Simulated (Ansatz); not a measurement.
A run on C₃H₆BF₃O (`CC(C)=[O+][B-](F)(F)F`) with other settings.

```yaml
crystal:
  periodic: [false, false, false]
  atoms:
    - {symbol: C, position_ang: [-0.467698, -1.111356, -0.559754]}
    - {symbol: C, position_ang: [0.381428, -0.197732, 0.244671]}
    - {symbol: C, position_ang: [1.551568, -0.752077, 0.968506]}
    - {symbol: O, position_ang: [0.163193, 1.010911, 0.334291]}
    - {symbol: B, position_ang: [-1.091335, 1.817253, -0.404494]}
    - {symbol: F, position_ang: [-0.860428, 3.095832, -0.049606]}
    - {symbol: F, position_ang: [-0.922665, 1.542465, -1.731122]}
    - {symbol: F, position_ang: [-2.209611, 1.255243, 0.140864]}
    - {symbol: H, position_ang: [-1.519974, -0.929029, -0.335483]}
    - {symbol: H, position_ang: [-0.334345, -0.855232, -1.615177]}
    - {symbol: H, position_ang: [-0.203737, -2.153859, -0.395251]}
    - {symbol: H, position_ang: [1.197906, -1.484473, 1.701113]}
    - {symbol: H, position_ang: [2.116883, 0.033421, 1.464205]}
    - {symbol: H, position_ang: [2.185914, -1.300466, 0.266038]}
basis:
  gaussian: {orbitals: STO-3G}
magnetization: {spin_polarized: true, initial_magnetization: 2}
hamiltonian: {xc: {name: B97}}
scf: {lower_state_search: light}
output: {forces: true}
```

```sh
$ ansatz run in.yaml --threads 4 --pin off --events-out ev --progress --plain --max-ram 11315MiB
```

Shortened log:

```
Functional definition: B97
  name "B97"
  cite "Becke, J. Chem. Phys. 107, 8554 (1997) doi:10.1063/1.475007"
  parameter cx = 0.1943
  parameter cx0 = 0.8094
  parameter cx1 = 0.5073
  parameter cx2 = 0.7481
  parameter css0 = 0.1737
  parameter css1 = 2.3487
  parameter css2 = -2.4868
  parameter cos0 = 0.9454
  parameter cos1 = 0.7471
  parameter cos2 = -4.5961
  exchange = spin_sum(e_x_unif_s*poly(b97_u_x, cx0, cx1, cx2)) + cx*exact_x
  correlation = spin_sum(e_c_pw_same_spin*poly(b97_u_same, css0, css1, css2))
      + integral(e_c_pw_opposite_spin*poly(b97_u_opposite, cos0, cos1, cos2))
664 factors; integrals over basis functions are off by at most 4.8e-5 eV
mean field evaluation 1: about -13885.0536 eV, gradient 1.5e1 eV
mean field evaluation 2: about -13876.6747 eV, gradient 3.5e1 eV
mean field evaluation 4: about -13886.5994 eV, gradient 3.9e0 eV
mean field evaluation 8: about -13886.6995 eV, gradient 3.0e-1 eV
mean field evaluation 16: about -13886.7006 eV, gradient 6.0e-4 eV
mean field -13886.70059633 eV, -510.3268341712 hartree, gradient 1.4e-6 eV, S^2 2.004269; 6 other end points of the search recorded, 0 dependent functions left out
the calculation of the forces begins
reference -13886.70061142 eV, -510.3268347258 hartree; 33, 31 occupied and 13, 15 virtual orbitals, 664 factors
Total energy: -13886.70061142 eV, -510.3268347258 hartree
Atom 0 at    -0.467698    -1.111356    -0.559754 Å, force    -0.710031    -0.224065    -1.031738 eV/Å
Atom 1 at     0.381428    -0.197732     0.244671 Å, force     1.815989   -10.018062    -0.495304 eV/Å
Atom 2 at     1.551568    -0.752077     0.968506 Å, force     0.789865    -0.815922     0.531702 eV/Å
Atom 3 at     0.163193     1.010911     0.334291 Å, force    -1.690785    10.897132     0.995395 eV/Å
Atom 4 at    -1.091335     1.817253    -0.404494 Å, force    -0.881722     1.738625    -0.337930 eV/Å
Atom 5 at    -0.860428     3.095832    -0.049606 Å, force     0.180378     0.760328     0.242767 eV/Å
Atom 6 at    -0.922665     1.542465    -1.731122 Å, force     0.507187    -0.543761    -0.737060 eV/Å
Atom 7 at    -2.209611     1.255243     0.140864 Å, force    -0.425242    -0.798883     0.584109 eV/Å
Atom 8 at    -1.519974    -0.929029    -0.335483 Å, force    -0.723393    -0.188901     0.195201 eV/Å
Atom 9 at    -0.334345    -0.855232    -1.615177 Å, force    -0.045701    -0.244644    -0.777751 eV/Å
Atom 10 at    -0.203737    -2.153859    -0.395251 Å, force     0.075519    -0.447335     0.131308 eV/Å
Atom 11 at     1.197906    -1.484473     1.701113 Å, force     0.086009    -0.293357     0.617121 eV/Å
Atom 12 at     2.116883     0.033421     1.464205 Å, force     0.424277     0.314135     0.309043 eV/Å
Atom 13 at     2.185914    -1.300466     0.266038 Å, force     0.597650    -0.135292    -0.226864 eV/Å
Dipole moment:     0.234053    -0.450604     0.073819 e Å
```

Hardware: 4 threads of an Intel Xeon 6975P-C on a shared host. Wall time 4.1 s, peak host memory 0.72 GiB.
